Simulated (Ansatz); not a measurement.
Gas-phase electronic energies from Ansatz, PBE0-D4/def2-TZVP geometries. CBS: MP2 limit from def2 TZ/QZ plus the TZ coupled-cluster correction, frozen cores. This one scheme is used for every species, atoms too. For atomizations the MP2-based limit and the directly extrapolated one differ by several kJ/mol either way, and by 10 to 25 for some Ge, Se and Sn compounds, so smaller differences from it don't rank the levels. DFT in def2-TZVPP. No spin–orbit coupling; open shells (•) take unrestricted orbitals. Spin–orbit coupling would lower the free atoms: a little for C, O, Si. Each species was taken in one conformer, which may not be the lowest.

`CO[SiH2]N[SiH3]` → C• + 9 H• + N• + O• + 2 Si•  (atomization)

`CO[SiH2]N[SiH3]`:

Z-matrix (Å, degrees):
```
C
O 1 1.407
H 1 1.097 2 111.7
H 1 1.091 2 108.4 3 119.3
H 1 1.096 2 111.5 3 -121.5
Si 2 1.643 1 122.6 3 53.8
N 6 1.710 2 110.2 1 -173.0
H 6 1.487 2 108.3 1 -53.1
H 6 1.488 2 109.8 1 67.7
Si 7 1.729 6 127.0 2 76.6
H 7 1.010 6 115.6 2 -92.2
H 10 1.488 7 110.9 6 132.8
H 10 1.484 7 106.7 6 13.3
H 10 1.488 7 112.7 6 -106.6
```

CCSD(T)/CBS gives +4889.7 kJ/mol.

(1) Another level gave +4857.7 kJ/mol. Which?
A. HF/def2-TZVPP
B. ωB97X-V/def2-TZVPP
C. PBE/def2-TZVPP
D. PBE-D4/def2-TZVPP

Largest T1 diagnostic among the species: 0.012.

Results:

(1) C. PBE 4857.7, ωB97X-V 4907.0, HF/def2-TZVPP 3581.5, PBE-D4 4886.7 kJ/mol.

In def2-TZVPP, CCSD(T) changes the Hartree–Fock value by +1172.1 kJ/mol (the triples alone add +55.1 kJ/mol) and MP2 by +1204.9 kJ/mol; breaking electron pairs costs correlation energy, which Hartree–Fock lacks. The D4 term adds +46.5 kJ/mol with B3LYP and +24.6 kJ/mol with PBE0; it sums over pairs of atoms, weighted by their polarisabilities, and B3LYP, whose exchange is more repulsive, gets the larger term. From PBE to PBE0 (25 % exact exchange), in def2-TZVPP and without D4, ΔE moves by −51.8 kJ/mol: exact exchange takes away binding that semilocal exchange gives to molecules.

B3LYP here is the variant with VWN-RPA as its local correlation; programs differ in this.
